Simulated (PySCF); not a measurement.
Compound: C₅H₄F₂.
Structure used (PBE0-D3(BJ)/def2-SVP), in Å, numbered top down from 1:
```xyz
11
C5H4F2 angstrom
C      2.0523   -1.4160    0.0447
C      1.1352   -0.6261   -0.0340
C      0.0256    0.2650   -0.1371
C      0.1518    1.5879   -0.3142
C     -1.3362   -0.3860   -0.0440
F     -2.3152    0.5363   -0.1238
F     -1.4615   -1.0271    1.1375
H      2.8732   -2.1048    0.1213
H      1.1364    2.0529   -0.3835
H     -0.7355    2.2182   -0.3935
H     -1.4884   -1.1264   -0.8497
```

Method: PBE0-D3(BJ)/def2-SVP geometry optimisation, gas phase (PySCF).

Masses are those of the commonest isotopes; rigid-rotor values at the optimised geometry. The values belong to one conformer with, in the numbering `[CH:1]#[C:2][C:3](=[CH2:4])[CH:5]([F:6])[F:7]`, C2–C3–C5–F6 179°.

(1) Give the principal moments of inertia and the rotational constants in cm⁻¹.

(2) Classify the top.

(3) What does the inertial defect say?

(4) Give the other two planar moments, Paa and Pbb, and the rms extents of the mass along the axes.

(5) List the rotational levels J(Ka,Kc) to J = 2 (K).

(6) Which lines would a microwave search look for?

Results:

(1) Ia = 113.59, Ib = 245.46, Ic = 336.93 u·Å²; 505379 MHz·u·Å²/I gives 4449, 2059 and 1500 MHz, that is A = 0.14841, B = 0.06868, C = 0.05003 cm⁻¹.

(2) An asymmetric top: κ = (2 × 2059 − 4449 − 1500)/(4449 − 1500) = -0.62.

(3) Not planar: Δ = Ic − Ia − Ib = -22.12 u·Å². For a rigid frame Δ = −2 Σ m c², so Σ m c² = 11.06 u·Å² lies off the ab plane: 2.53 from hydrogen and 8.53 from heavier atoms. The atom farthest from that plane is 1.41 Å away.

(4) Paa = Σ m a² = (Ib + Ic − Ia)/2 = 234.40 and Pbb = Σ m b² = (Ia + Ic − Ib)/2 = 102.53 u·Å². With the mass M = 102.03 u, the rms extents √(P/M) along a, b and c are 1.52, 1.00, 0.33 Å.

(5) Above 0(0,0), as E/k:
J = 1: 1(0,1) 0.171, 1(1,1) 0.286, 1(1,0) 0.312
J = 2: 2(0,2) 0.508, 2(1,2) 0.600, 2(1,1) 0.681, 2(2,1) 1.025, 2(2,0) 1.029
The levels of one J sum to (2J + 1)J(J + 1)(A + B + C)/3.

(6) The dipole components are |μa| = 1.30 D, |μb| = 0.92 D, |μc| = 0.89 D. The squared components, which scale the intensities, stand as 1.00 : 0.50 : 0.47 (a : b : c). Some of the stronger lines:

```tsv
type	branch	J(Ka,Kc)	MHz	lower level (cm⁻¹)
c	Q	4(1,4) ← 4(0,4)	862	1.147
c	Q	3(1,3) ← 3(0,3)	1364	0.698
a	Q	2(1,1) ← 2(1,2)	1677	0.417
b	R	3(1,2) ← 2(2,1)	4285	0.712
c	Q	3(2,2) ← 3(1,2)	6391	0.855
c	R	1(1,0) ← 0(0,0)	6508	0.000
b	Q	3(2,1) ← 3(1,2)	6814	0.855
a	R	2(0,2) ← 1(0,1)	7031	0.119
a	R	3(0,3) ← 2(0,2)	10341	0.353
c	R	2(1,1) ← 1(0,1)	10626	0.119
c	Q	4(3,2) ← 4(2,2)	12430	1.581
b	Q	4(3,1) ← 4(2,2)	12489	1.581
c	Q	3(3,1) ← 3(2,1)	12977	1.083
b	Q	3(3,0) ← 3(2,1)	12986	1.083
b	Q	4(3,2) ← 4(2,3)	13619	1.541
a	R	4(2,2) ← 3(2,1)	14934	1.083
a	R	4(1,3) ← 3(1,2)	15151	0.855
c	Q	4(4,1) ← 4(3,1)	18495	1.997
c	R	4(3,1) ← 3(2,1)	27423	1.083
c	R	4(3,2) ← 3(2,2)	27786	1.068
c	R	4(4,1) ← 3(3,1)	32941	1.515
```

PBE0-D3(BJ)/def2-SVP frequencies: not computed here. No vibrational averaging or centrifugal distortion is included, and the geometry carries the error of its method.

Time: 41 s; peak memory 0.51 GiB. Hardware: one thread of an Intel Xeon 6975P-C, no GPU, shared host with 192 logical CPUs at a one-minute load of 61. These figures are those of the optimisation.
